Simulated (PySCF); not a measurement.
PySCF 2.14 output of an unrestricted PBE0 calculation on a single atom or ion in jorge-DZP-DKH (8s6p2d1f, 43 functions), with scalar relativity by spin-free X2C-1e:

```
SCF conv_tol = 1e-09
number electrons alpha = 16  beta = 15
    C. Adamo and V. Barone.,  J. Chem. Phys. 110, 6158 (1999)
    M. Ernzerhof and G. E. Scuseria.,  J. Chem. Phys. 110, 5029 (1999)
cycle= 1 E= -2259.27013008088  delta_E= -0.00833  |g|= 0.0887  |ddm|= 0.193
cycle= 2 E= -2259.27026973271  delta_E= -0.00014  |g|= 0.0772  |ddm|= 0.0539
cycle= 3 E= -2259.27079559518  delta_E= -0.000526  |g|= 0.000992  |ddm|= 0.0254
cycle= 4 E= -2259.2707956848  delta_E= -8.96e-08  |g|= 2.59e-05  |ddm|= 0.000414
cycle= 5 E= -2259.27079568494  delta_E= -1.34e-10  |g|= 3.05e-06  |ddm|= 1.59e-05
converged SCF energy = -2259.27079568494  <S^2> = 0.75031153  2S+1 = 2.0003115
```

The run itself started from symmetry-adapted Hartree-Fock orbitals and held the occupation by maximum overlap, on a logarithmic radial grid, so the iterations belong to that start.

Problem. Which element, charge and spin multiplicity is this?

Solution. As²⁺ (arsenic, charge +2), multiplicity 2; the state was [Ar] 3d10 4s2 4p1, 2P determinant.
